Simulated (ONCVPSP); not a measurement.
Cr, ONCV: configuration errors across variants

- Element: chromium
- Generator: ONCVPSP 4.0.1
- Type: optimised norm-conserving Vanderbilt (ONCV)
- Functional: PBE
- Relativity: scalar-relativistic
- Frozen core: [Ne]
- Valence charge: 14
- Reference configuration: 3s2 3p6 3d5 (charge +1)
- Partial waves: 3s: rc 0.95 bohr, ncon 3, nbas 7, qcut 5.6 1/bohr, 2 projectors, debl 2.1 Ha; 3p: rc 1.05 bohr, ncon 3, nbas 7, qcut 7.4 1/bohr, 2 projectors, debl 0.7 Ha; 3d: rc 2.05 bohr, ncon 4, nbas 8, qcut 6 1/bohr, 2 projectors, debl 1.4 Ha
- Local potential: polynomial inside 0.60 bohr (lpopt 5, dvloc0 0 Ha)
- Core correction: none

In the s channel the program set the typed energies aside and used -2.976, 0.250 Ha. In the p channel the program set the typed energies aside and used -1.928, 0.250 Ha.

All-electron excitation energies from the reference (eV): (1) 3s2 3p6 3d5 4s1 -6.902; (2) 3s2 3p6 3d4 16.052; (3) 3s2 3p6 3d3 46.801; (4) 3s2 3p6 3d5 4s0.5 -4.194.

Errors AE − PS in meV (a dash: test not solved or not reliable):

```csv
change,(1),(2),(3),(4),bound ghosts,GHOST(+) flags above zero
base,+11,+83,+697,+3.2,none,s
"all radii scaled by about 0.80 (s 0.76, p 0.84, d 1.62 bohr); local potential polynomial inside 0.48 bohr (lpopt 5, dvloc0 0 Ha)",+6.0,+32,+307,+1.7,none,"s, d"
"all radii scaled by about 0.90 (s 0.86, p 0.94, d 1.84 bohr); local potential polynomial inside 0.54 bohr (lpopt 5, dvloc0 0 Ha)",+9.3,+55,+487,+2.7,none,"s, d"
"all radii scaled by about 1.08 (s 1.02, p 1.14, d 2.22 bohr); local potential polynomial inside 0.64 bohr (lpopt 5, dvloc0 0 Ha)",+12,+113,+901,+3.2,none,s
"all radii scaled by about 1.33 (s 1.26, p 1.40, d 2.72 bohr); local potential polynomial inside 0.80 bohr (lpopt 5, dvloc0 0 Ha)",+4.1,+225,+1608,-0.3,none,none
```

(1) Give the same row for: all radii scaled by about 1.22 (s 1.16, p 1.28, d 2.50 bohr); local potential polynomial inside 0.74 bohr (lpopt 5, dvloc0 0 Ha).

Answers

(1) +9.2, +171, +1282, +1.8; bound ghosts: none; GHOST(+) flags above zero: s.
